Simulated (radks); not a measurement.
Problem. Ni XXI, configuration [He] 2s2 2p4. Method: Dirac Kohn-Sham, PBEsol, spin-unpolarised, spherical densities, finite nucleus; open shells fill j = l - 1/2 first; Fermi nuclear charge, rms radius 3.7757 fm; computed with a radial shooting solver on a logarithmic mesh with Libxc functionals.

Spin-orbit splittings of the eigenvalues, e(l+1/2) - e(l-1/2), with zeta = 2 splitting/(2l+1) and mean radii in bohr:

| shell | occ. | splitting (eV) | zeta (eV) | <r> j=l-1/2 | <r> j=l+1/2 |
|---|---|---|---|---|---|
| 2p | 4 | ? | ? | 0.2016 | 0.2044 |
| 3p | 0 | 4.898 | 3.266 | 0.5461 | 0.5503 |
| 3d | 0 | 1.125 | 0.4499 | 0.4835 | 0.4848 |

Estimate the 2p splitting.

Solution. 19.60 eV (zeta = 13.07 eV).
